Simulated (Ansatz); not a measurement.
`FCN[SiH2][SiH3]` + `[NH2][AlH2]` → `[AlH2][NH][SiH2][SiH3]` + `NCF`  (ligand exchange at the Si–N bond)

Gas-phase electronic energies from Ansatz, PBE0-D4/def2-TZVP geometries. CCSD(T)/CBS is the MP2 limit (def2-TZVPP, def2-QZVPP) plus CCSD(T) − MP2 in def2-TZVPP, frozen cores. This one scheme is used for every species. DFT in def2-TZVPP. B3LYP here is the variant with VWN-RPA as its local correlation; programs differ in this. One conformer a species, not always the lowest.

`FCN[SiH2][SiH3]`:

Z-matrix (Å, degrees):
```
C
N 1 1.403
F 1 1.405 2 112.7
H 1 1.093 2 110.4 3 -118.2
H 1 1.092 2 111.4 3 118.9
Si 2 1.743 1 122.2 3 72.6
H 2 1.009 1 113.5 3 -76.9
Si 6 2.347 2 114.5 1 -64.9
H 6 1.490 2 106.9 1 56.4
H 6 1.488 2 106.1 1 173.4
H 8 1.488 6 110.1 2 -54.0
H 8 1.491 6 110.1 2 -173.4
H 8 1.487 6 110.7 2 66.5
```

`[NH2][AlH2]`:

```xyz
6

N     0.381    0.855    0.054
Al   -0.337   -0.755   -0.048
H     0.118    1.640   -0.520
H     1.113    1.121    0.693
H    -1.480   -0.990   -1.118
H     0.205   -1.870    0.938
```

`[AlH2][NH][SiH2][SiH3]`:

```xyz
12

Al    1.257    1.026    2.086
N     0.613   -0.250    1.020
Si   -0.882   -0.299    0.148
Si   -0.539   -0.477   -2.166
H     0.367    2.309    2.324
H     2.687    0.789    2.724
H     1.206   -1.059    0.881
H    -1.606    0.965    0.453
H    -1.746   -1.437    0.581
H    -1.830   -0.598   -2.899
H     0.283   -1.683   -2.469
H     0.190    0.715   -2.683
```

`NCF`:

Z-matrix (Å, degrees):
```
C
F 1 1.406
N 1 1.402 2 113.7
H 1 1.092 2 106.1 3 121.3
H 1 1.092 2 106.1 3 -121.3
H 3 1.010 1 112.8 2 62.5
H 3 1.010 1 112.8 2 -62.5
```

| level | ΔE (kJ/mol) | difference from CCSD(T)/CBS |
| --- | --- | --- |
| PBE-D4 | -10.8 | 1.1 |
| PBE0-D4 | -12.5 | -0.6 |
| B3LYP-D4 | -10.5 | 1.4 |
| ωB97X-V | -10.2 | 1.7 |
| ωB97M-V | -10.3 | 1.6 |
| HF/def2-TZVPP | -15.0 | -3.1 |
| SCS-MP2/def2-QZVPP | -12.3 | -0.4 |
| HF/CBS(def2) | -15.0 | -3.1 |
| MP2/CBS(def2) | -11.7 | 0.2 |
| CCSD/CBS(def2) | -12.0 | -0.1 |
| CCSD(T)/CBS | -11.9 | 0 |

Largest T1 diagnostic among the species: 0.013.
